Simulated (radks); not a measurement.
Values are calculated unless marked as measured or tabulated.
Pr2+, 57 electrons, occupied as [Kr] 4d10 4f3 5s2 5p5.75 6s0.25 (fractional occupations, a model configuration).

Code: a radial shooting solver on a logarithmic mesh with Libxc functionals. Model: non-relativistic Kohn-Sham, TPSS, spin-polarised, spherical densities, point nucleus; open shells are filled with parallel spins first (spin-orbit coupling, left out, can overturn this in heavy ions); meta-GGA in the generalised Kohn-Sham scheme; relativity is left out, which matters for an element this heavy.

Energy parts (hartree):
total: -8923.0468
kinetic: 8920.1916
electron-nucleus: -21113.6916
Hartree: 3478.7343
exchange-correlation: -208.2810

Orbitals (lengths in bohr, moments of r in powers of bohr; <r^-3> diverges for s and p1/2; r(90%) holds 90 % of the orbital's charge):
orbital  occ.  eigenvalue (hartree)      <r^4>  r(90%)  <r^-3>      <r^2>
1s up       1             -1460.473  1.977e-06  0.0457       -  0.0008848
1s down     1             -1460.473  1.977e-06  0.0457       -  0.0008848
2s up       1             -228.2879  0.0003411   0.169       -    0.01421
2s down     1             -228.2877  0.0003411   0.169       -    0.01421
2p up       3             -216.0659  0.0002195   0.151    6896    0.01061
2p down     3             -216.0654  0.0002195   0.151    6896    0.01061
3s up       1             -49.59854    0.01327   0.420       -    0.09398
3s down     1             -49.56899    0.01325   0.420       -    0.09391
3p up       3             -44.28678    0.01240   0.414    1358    0.08883
3p down     3             -44.25821    0.01237   0.414    1359    0.08875
3d up       5             -34.43415   0.009388   0.387   227.4    0.07249
3d down     5             -34.41096   0.009361   0.387   227.6    0.07240
4s up       1             -10.20283     0.3380   0.938       -     0.4824
4s down     1             -10.12176     0.3377   0.938       -     0.4821
4p up       3              -8.20629     0.3978   0.979   289.1     0.5159
4p down     3              -8.12245     0.3977   0.979   289.2     0.5156
4d up       5              -4.70866     0.6093    1.09   40.12     0.6112
4d down     5              -4.62004     0.6113    1.09   40.14     0.6114
4f up       3              -0.67320      5.701    1.82   4.856      1.443
4f down     0              -0.58859      7.084    1.90   4.731      1.563
5s up       1              -1.82724      11.36    2.26       -      2.788
5s down     1              -1.77133      11.83    2.28       -      2.841
5p up       3              -1.29493      18.60    2.56   40.42      3.509
5p down  2.75              -1.24718      19.64    2.60   38.83      3.599
6s up    0.25              -0.47364      416.6    5.58       -      17.03
6s down     0              -0.45504      395.5    5.49       -      16.69

The highest occupied level is 6s up at -12.888 eV. The configuration is held as typed, so some empty levels lie below it. Summed over all electrons, <r^2> = 46.35 bohr^2, which gives a Langevin (diamagnetic) susceptibility term of -36.7 x 10^-6 cm^3/mol. Spin moment in Bohr magnetons: 3.5. The spin density at the nucleus is 2.147 e/bohr^3 (1s -0.002, 2s -0.039, 3s -1.453, 4s -0.048, 5s 1.628, 6s 2.061). The electron density at the nucleus is 1.458e+05 e/bohr^3. The density falls to 0.001 e/bohr^3 at r = 3.82 bohr. Virial ratio -V/T = 2.00032.
